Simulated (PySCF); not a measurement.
# Bond lengths and vibrations by method: ClF2Si anion

Calculated results; nothing here was measured. They come from PySCF 2.14.0, an open-source quantum chemistry program, on an isolated molecule that a program drew, which may never have been made. The molecule is ClF2Si anion (charge -1, singlet), drawn as the SMILES string `F[Si-](F)Cl`.

The geometry was optimised and harmonic frequencies were computed with HF and MP2, all in the aug-cc-pV(D+d)Z basis, for the commonest isotopes, with a restricted reference for singlets and an unrestricted one otherwise, and a frozen core in MP2. Each result is a local minimum of its method.

Geometry at the HF minimum:
```xyz
4
ClF2Si anion, angstrom
F    -0.9112    1.7490   -1.2405
Si    0.0074    0.4792   -0.7036
F    -0.9135    0.1457    0.6325
Cl   -0.9526   -1.1043   -2.0603
```

Lengths of the bonds as drawn, in Å (atoms numbered as above):
| bond | HF | MP2 |
|---|---|---|
| F1-Si2 | 1.657 | 1.699 |
| Si2-F3 | 1.657 | 1.699 |
| Si2-Cl4 | 2.296 | 2.288 |

Rotational constants, in GHz:
| constant | HF | MP2 |
|---|---|---|
| A | 6.843 | 6.501 |
| B | 3.159 | 3.137 |
| C | 2.506 | 2.457 |

Harmonic frequencies in cm^-1, each column in rising order, so a row needn't be the same motion in every method:
```
rank,HF,MP2
1,203,186
2,229,?
3,338,311
4,390,377
5,746,681
6,763,696
```

**Estimate the missing MP2 frequency from the HF column.**

A single factor s that minimises the squared misfit of MP2 against s times HF over the other rows is sum(HF x MP2) / sum(HF^2) = 0.9189, with an rms misfit of 9 cm^-1. For rank 2 it gives 0.9189 x 229 = 210 cm^-1. The calculation gives 213 cm^-1, 3 cm^-1 above the estimate. The drawn bonds are on average 1.6 % longer in MP2 than in HF.
